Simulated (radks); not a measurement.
Species: Re6+. Configuration: [Xe] 4f14 5d1. All-electron calculation, Dirac Kohn-Sham, PBE, spin-unpolarised, spherical densities, finite nucleus; open shells fill j = l - 1/2 first; Fermi nuclear charge, rms radius 5.3698 fm. Program: a radial shooting solver on a logarithmic mesh with Libxc functionals.

Normalised radial functions P(r) = r R(r) (large component), r in bohr:

r           4d5/2    5d3/2    5d5/2
0.00186    0.0001   0.0001   0.0000
0.002888   0.0003   0.0002   0.0001
0.004485   0.0009   0.0005   0.0003
0.006963   0.0031   0.0016   0.0011
0.01073    0.0102   0.0046   0.0035
0.01665    0.0324   0.0136   0.0110
0.02586    0.0951   0.0374   0.0324
0.04015    0.2480   0.0931   0.0843
0.06234    0.5379   0.1935   0.1820
0.0968     0.8636   0.2953   0.2880
0.1503     0.7693   0.2319   0.2413
0.2315    -0.1901  -0.1260  -0.1016
0.3595    -1.3813  -0.4536  -0.4457
0.5582    -1.3999  -0.1293  -0.1612
0.8667    -0.5774   0.6269   0.5872
1.346     -0.0906   0.9345   0.9300
2.089     -0.0038   0.5404   0.5599
3.244     0.0000   0.1117   0.1210
4.997     0.0000   0.0054   0.0061

4d5/2: eigenvalue -327.31 eV, 1 radial node at r = 0.217 bohr, <r> = 0.505 bohr, 90 % of the charge inside 0.756 bohr. 5d3/2: eigenvalue -74.863 eV, 2 radial nodes at r = 0.204, 0.605 bohr, <r> = 1.46 bohr, 90 % of the charge inside 2.14 bohr. 5d5/2 (empty): eigenvalue -73.358 eV, 2 radial nodes at r = 0.209, 0.618 bohr, <r> = 1.49 bohr, 90 % of the charge inside 2.19 bohr.
